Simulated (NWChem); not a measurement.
Molecule: InH2F; SMILES [InH2][F]

Results from NWChem. Structure relaxed at the PBE-D3(BJ)/def2-SVP level. def2 effective core potentials on In; no spin-orbit coupling. Vertical excitations in the gas phase; the lowest state need not have the same character in each row.

Question: Order these by “lowest excitation, singlet (eV)”, lowest first: Hartree-Fock/def2-SVP, CIS; PBE0/def2-SVP, TDA; PBE/def2-SVP, TDA; B3LYP/def2-SVP, TDA.

Answer: PBE/def2-SVP, TDA (4.56), B3LYP/def2-SVP, TDA (5.10), PBE0/def2-SVP, TDA (5.32), Hartree-Fock/def2-SVP, CIS (6.58)
